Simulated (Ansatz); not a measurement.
Ansatz (a quantum-chemistry and plane-wave program) input (HF/LANL2DZ): The .json file is the Basis Set Exchange's LANL2DZ.

Ansatz 0.2 input:
```yaml
crystal:
  periodic: [false, false, false]
  atoms:
    - {symbol: Cs, position_ang: [-0.00000000, -0.00000000, -1.80067131]}
    - {symbol: I, position_ang: [0.00000000, 0.00000000, 1.86862118]}
basis:
  gaussian:
    orbitals: LANL2DZ.json
hamiltonian:
  xc: {name: HF}
phonons: {temperatures: {t_min: 298.15, t_max: 298.15, t_step: 100}}
```

Output:

```
Functional definition: HF
integrals: 0.00 GiB planned
340 factors; integrals over basis functions are off by at most 7.5e-5 eV
mean field: 0.04 GiB planned
mean field evaluation 1: about -839.0758 eV, gradient 9.3e0 eV
mean field evaluation 2: about -839.0781 eV, gradient 9.3e0 eV
mean field evaluation 4: about -839.5458 eV, gradient 1.9e-1 eV
mean field evaluation 8: about -839.5466 eV, gradient 5.8e-6 eV
mean field -839.54664431 eV, -30.8527701132 hartree, gradient 4.7e-6 eV, S^2 0.000000; 0 other end points of the search recorded, 0 dependent functions left out
the calculation of the forces begins
reference -839.54664431 eV, -30.8527701132 hartree; 8, 8 occupied and 12, 12 virtual orbitals, 340 factors
these checks for a lower state are left out or cut short: stability, starts, cluster_reference, orbital_swaps, neighbouring_geometries, increment
integrals: 0.00 GiB planned
340 factors; integrals over basis functions are off by at most 7.5e-5 eV
mean field: 0.04 GiB planned
mean field -839.54664431 eV, -30.8527701131 hartree, gradient 2.2e-7 eV, S^2 0.000000; 0 other end points of the search recorded, 0 dependent functions left out
the calculation of the forces begins
reference -839.54664431 eV, -30.8527701131 hartree; 8, 8 occupied and 12, 12 virtual orbitals, 340 factors
these checks for a lower state are left out or cut short: stability, starts, cluster_reference, orbital_swaps, neighbouring_geometries, increment
integrals: 0.00 GiB planned
340 factors; integrals over basis functions are off by at most 7.5e-5 eV
mean field: 0.04 GiB planned
mean field evaluation 16: about -839.5434 eV, gradient 2.4e-2 eV
mean field -839.54664431 eV, -30.8527701131 hartree, gradient 2.2e-7 eV, S^2 0.000000; 0 other end points of the search recorded, 0 dependent functions left out
the calculation of the forces begins
reference -839.54664431 eV, -30.8527701131 hartree; 8, 8 occupied and 12, 12 virtual orbitals, 340 factors
these checks for a lower state are left out or cut short: stability, starts, cluster_reference, orbital_swaps, neighbouring_geometries, increment
integrals: 0.00 GiB planned
340 factors; integrals over basis functions are off by at most 7.5e-5 eV
mean field: 0.04 GiB planned
mean field -839.54664431 eV, -30.8527701131 hartree, gradient 2.2e-7 eV, S^2 0.000000; 0 other end points of the search recorded, 0 dependent functions left out
the calculation of the forces begins
reference -839.54664431 eV, -30.8527701131 hartree; 8, 8 occupied and 12, 12 virtual orbitals, 340 factors
these checks for a lower state are left out or cut short: stability, starts, cluster_reference, orbital_swaps, neighbouring_geometries, increment
integrals: 0.00 GiB planned
340 factors; integrals over basis functions are off by at most 7.5e-5 eV
mean field: 0.04 GiB planned
mean field -839.54664431 eV, -30.8527701131 hartree, gradient 2.2e-7 eV, S^2 0.000000; 0 other end points of the search recorded, 0 dependent functions left out
the calculation of the forces begins
reference -839.54664431 eV, -30.8527701131 hartree; 8, 8 occupied and 12, 12 virtual orbitals, 340 factors
these checks for a lower state are left out or cut short: stability, starts, cluster_reference, orbital_swaps, neighbouring_geometries, increment
integrals: 0.00 GiB planned
340 factors; integrals over basis functions are off by at most 7.5e-5 eV
mean field: 0.04 GiB planned
mean field evaluation 32: about -839.5466 eV, gradient 1.2e-2 eV
mean field -839.54664327 eV, -30.8527700749 hartree, gradient 7.6e-6 eV, S^2 0.000000; 0 other end points of the search recorded, 0 dependent functions left out
the calculation of the forces begins
reference -839.54664327 eV, -30.8527700749 hartree; 8, 8 occupied and 12, 12 virtual orbitals, 340 factors
these checks for a lower state are left out or cut short: stability, starts, cluster_reference, orbital_swaps, neighbouring_geometries, increment
integrals: 0.00 GiB planned
340 factors; integrals over basis functions are off by at most 7.5e-5 eV
mean field: 0.04 GiB planned
mean field -839.54663113 eV, -30.8527696290 hartree, gradient 7.2e-6 eV, S^2 0.000000; 0 other end points of the search recorded, 0 dependent functions left out
the calculation of the forces begins
reference -839.54663113 eV, -30.8527696290 hartree; 8, 8 occupied and 12, 12 virtual orbitals, 340 factors
these checks for a lower state are left out or cut short: stability, starts, cluster_reference, orbital_swaps, neighbouring_geometries, increment
integrals: 0.00 GiB planned
340 factors; integrals over basis functions are off by at most 7.5e-5 eV
mean field: 0.04 GiB planned
mean field -839.54664431 eV, -30.8527701131 hartree, gradient 2.2e-7 eV, S^2 0.000000; 0 other end points of the search recorded, 0 dependent functions left out
the calculation of the forces begins
reference -839.54664431 eV, -30.8527701131 hartree; 8, 8 occupied and 12, 12 virtual orbitals, 340 factors
these checks for a lower state are left out or cut short: stability, starts, cluster_reference, orbital_swaps, neighbouring_geometries, increment
integrals: 0.00 GiB planned
340 factors; integrals over basis functions are off by at most 7.5e-5 eV
mean field: 0.04 GiB planned
mean field -839.54664431 eV, -30.8527701131 hartree, gradient 2.2e-7 eV, S^2 0.000000; 0 other end points of the search recorded, 0 dependent functions left out
the calculation of the forces begins
reference -839.54664431 eV, -30.8527701131 hartree; 8, 8 occupied and 12, 12 virtual orbitals, 340 factors
these checks for a lower state are left out or cut short: stability, starts, cluster_reference, orbital_swaps, neighbouring_geometries, increment
integrals: 0.00 GiB planned
340 factors; integrals over basis functions are off by at most 7.5e-5 eV
mean field: 0.04 GiB planned
mean field -839.54664431 eV, -30.8527701131 hartree, gradient 2.2e-7 eV, S^2 0.000000; 0 other end points of the search recorded, 0 dependent functions left out
the calculation of the forces begins
reference -839.54664431 eV, -30.8527701131 hartree; 8, 8 occupied and 12, 12 virtual orbitals, 340 factors
these checks for a lower state are left out or cut short: stability, starts, cluster_reference, orbital_swaps, neighbouring_geometries, increment
integrals: 0.00 GiB planned
340 factors; integrals over basis functions are off by at most 7.5e-5 eV
mean field: 0.04 GiB planned
mean field -839.54664431 eV, -30.8527701131 hartree, gradient 2.2e-7 eV, S^2 0.000000; 0 other end points of the search recorded, 0 dependent functions left out
the calculation of the forces begins
reference -839.54664431 eV, -30.8527701131 hartree; 8, 8 occupied and 12, 12 virtual orbitals, 340 factors
these checks for a lower state are left out or cut short: stability, starts, cluster_reference, orbital_swaps, neighbouring_geometries, increment
integrals: 0.00 GiB planned
340 factors; integrals over basis functions are off by at most 7.5e-5 eV
mean field: 0.04 GiB planned
mean field evaluation 64: about -839.5466 eV, gradient 7.2e-6 eV
mean field -839.54663113 eV, -30.8527696290 hartree, gradient 7.2e-6 eV, S^2 0.000000; 0 other end points of the search recorded, 0 dependent functions left out
the calculation of the forces begins
reference -839.54663113 eV, -30.8527696290 hartree; 8, 8 occupied and 12, 12 virtual orbitals, 340 factors
these checks for a lower state are left out or cut short: stability, starts, cluster_reference, orbital_swaps, neighbouring_geometries, increment
integrals: 0.00 GiB planned
340 factors; integrals over basis functions are off by at most 7.5e-5 eV
mean field: 0.04 GiB planned
mean field -839.54664327 eV, -30.8527700749 hartree, gradient 7.6e-6 eV, S^2 0.000000; 0 other end points of the search recorded, 0 dependent functions left out
the calculation of the forces begins
reference -839.54664327 eV, -30.8527700749 hartree; 8, 8 occupied and 12, 12 virtual orbitals, 340 factors
Total energy: -839.54664431 eV, -30.8527701132 hartree
Atom 0 at    -0.000000    -0.000000    -1.800671 Å, force    -0.000000     0.000000     0.002434 eV/Å
Atom 1 at     0.000000     0.000000     1.868621 Å, force     0.000000     0.000000    -0.002434 eV/Å
Dipole moment:    -0.000000    -0.000000    -3.405724 e Å
Vibrations: 97.62 cm⁻¹, zero-point energy 0.006052 eV
```

The blocks after the first are displaced geometries, from whose forces the wavenumbers follow.
